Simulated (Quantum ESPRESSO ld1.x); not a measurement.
Question: A nucleus of charge 72.4 with 70 electrons, 70 electrons, occupied as [Xe] 4f14 5d2. Calculated with ld1.x of Quantum ESPRESSO 7.5: Dirac Kohn-Sham, BLYP, spin-unpolarised, spherical densities, point nucleus; open shells fill j = l - 1/2 first. Some entries of the table are withheld. Estimate them.

| orbital | occ. | eigenvalue (hartree) | <r^2> (bohr^2) | <r> (bohr) |
|---|---|---|---|---|
| 1s1/2 | 2 | -2427.45 | 0.0004882 | 0.01885 |
| 2s1/2 | 2 | -416.235 | 0.007472 | 0.07918 |
| 2p1/2 | 2 | -397.655 | 0.005351 | 0.06561 |
| 2p3/2 | 4 | -352.703 | 0.006556 | 0.07339 |
| 3s1/2 | 2 | -95.5879 | (1) | 0.2066 |
| 3p1/2 | 2 | -87.3486 | 0.04500 | 0.1965 |
| 3p3/2 | 4 | -77.6981 | 0.05165 | 0.2110 |
| 3d3/2 | 4 | (2) | 0.04019 | 0.1849 |
| 3d5/2 | 6 | (3) | 0.04202 | 0.1894 |
| 4s1/2 | 2 | -19.9167 | 0.2436 | 0.4643 |
| 4p1/2 | 2 | (4) | 0.2522 | 0.4705 |
| 4p3/2 | 4 | (5) | 0.2886 | 0.5035 |
| 4d3/2 | 4 | -8.76378 | 0.3184 | (6) |
| 4d5/2 | 6 | -8.35768 | 0.3324 | (7) |
| 5s1/2 | 2 | -3.26512 | 1.412 | 1.120 |
| 5p1/2 | 2 | -2.29728 | 1.753 | 1.243 |
| 5p3/2 | 4 | -1.99482 | 2.063 | 1.348 |
| 4f5/2 | 6 | -1.48640 | 0.5488 | 0.6543 |
| 4f7/2 | 8 | -1.41881 | 0.5704 | 0.6660 |
| 5d3/2 | 2 | -0.79605 | 4.585 | 1.979 |
| 5d5/2 | 0 | -0.77190 | 4.841 | 2.034 |

Answer: 
(1) 3s1/2 <r^2> (bohr^2): 0.04893
(2) 3d3/2 eigenvalue (hartree): -63.7749
(3) 3d5/2 eigenvalue (hartree): -61.6712
(4) 4p1/2 eigenvalue (hartree): -16.5344
(5) 4p3/2 eigenvalue (hartree): -14.3190
(6) 4d3/2 <r> (bohr): 0.5237
(7) 4d5/2 <r> (bohr): 0.5352
